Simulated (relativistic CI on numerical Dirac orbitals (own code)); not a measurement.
The 10-electron sequence from Zn²⁰⁺ to In³⁹⁺

Method of calculation: Dirac-Coulomb-Breit CI, KLI orbitals optimised for each configuration, model QED (radiative potential, 1s self-energy scaled to tabulated hydrogen-like ionisation energies), unscaled Slater integrals (own radial code, finite nucleus).

Configurations in the expansion (outside the closed core 1s2): 2s2 2p6, 2s2 2p5 3s, 2s2 2p5 3p, 2s2 2p5 3d, 2s 2p6 3s, 2s 2p6 3p, 2s 2p6 3d. Levels of other configurations are missing.

Energies above each ion's lowest level, in eV. Levels are followed by their leading LS label, which can pass from one level to another where the coupling changes.

| Ion | 2s2 2p6 1S_0 | 2s2 2p5 3s 3P°_2 | 2s2 2p5 3s 1P°_1 | 2s2 2p5 3s 3P°_0 | 2s2 2p5 3s 3P°_1 |
| --- | --- | --- | --- | --- | --- |
| Zn²⁰⁺ | 0 | 1050 | 1052.5 | 1074.2 | 1075.6 |
| Ga²¹⁺ | 0 | 1140.6 | 1143.2 | 1168.7 | 1170.2 |
| Ge²²⁺ | 0 | 1234.8 | 1237.6 | 1267.3 | 1268.8 |
| As²³⁺ | 0 | 1332.7 | 1335.6 | 1370 | 1371.6 |
| Se²⁴⁺ | 0 | 1434.2 | 1437.3 | 1476.9 | 1478.5 |
| Br²⁵⁺ | 0 | 1539.4 | 1542.5 | 1587.9 | 1589.6 |
| Kr²⁶⁺ | 0 | 1648.2 | 1651.4 | 1703.2 | 1704.9 |
| Rb²⁷⁺ | 0 | 1760.5 | 1763.9 | 1822.8 | 1824.5 |
| Sr²⁸⁺ | 0 | 1876.5 | 1880 | 1946.6 | 1948.3 |
| Zr³⁰⁺ | 0 | 2119.1 | 2122.9 | 2207.2 | 2209 |
| Nb³¹⁺ | 0 | 2245.7 | 2249.6 | 2344 | 2345.9 |
| Mo³²⁺ | 0 | 2375.9 | 2379.9 | 2485.3 | 2487.2 |
| Tc³³⁺ | 0 | 2509.6 | 2513.8 | 2631.1 | 2633 |
| Ru³⁴⁺ | 0 | 2646.8 | 2651.1 | 2781.4 | 2783.3 |
| Rh³⁵⁺ | 0 | 2787.6 | 2792 | 2936.2 | 2938.2 |
| Pd³⁶⁺ | 0 | 2931.8 | 2936.3 | 3095.6 | 3097.6 |
| Ag³⁷⁺ | 0 | 3079.4 | 3084.1 | 3259.6 | 3261.7 |
| Cd³⁸⁺ | 0 | 3230.5 | 3235.4 | 3428.4 | 3430.4 |
| In³⁹⁺ | 0 | 3385.1 | 3390 | 3601.8 | 3603.9 |

The lowest level keeps the configuration 2s2 2p6 and J = 0 throughout.

Between Z = 46 and 49 the energy of 2s2 2p5 3s 3P°_2 follows a local power law Z^2.3. For orientation: electrostatic splittings inside a shell grow about linearly with the screened charge, excitations that change n as its square, and fine structure as its fourth power; written in Z itself the exponents are larger, since the screened charge grows faster in proportion.
